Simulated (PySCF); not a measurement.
C₄H₆ClF, SMILES C[C@@H](F)/C=C\Cl. Geometry optimised at PBE-D3(BJ)/def2-SVP. The structure was generated by enumeration; whether it is a known compound was not checked. Other conformers were not sampled.

Computed equilibrium geometry at PBE-D3(BJ)/def2-SVP (PySCF confirms it by a frequency run) as a Z-matrix (one conformer of several):
```
C
F 1 1.3988
H 1 1.1139 2 107.68
C 1 1.5039 3 109.31 2 -117.41
C 4 1.3427 1 126.13 3 -34.69
H 5 1.0997 4 123.58 1 -178.89
H 4 1.1029 5 117.95 6 -0.73
C 1 1.5241 3 109.59 2 118.49
H 8 1.1077 1 109.97 3 58.69
H 8 1.1080 9 108.71 1 -121.23
H 8 1.1080 9 108.81 10 -118.24
Cl 5 1.7435 6 113.25 4 -179.44
```
Charge 0, spin multiplicity 1.
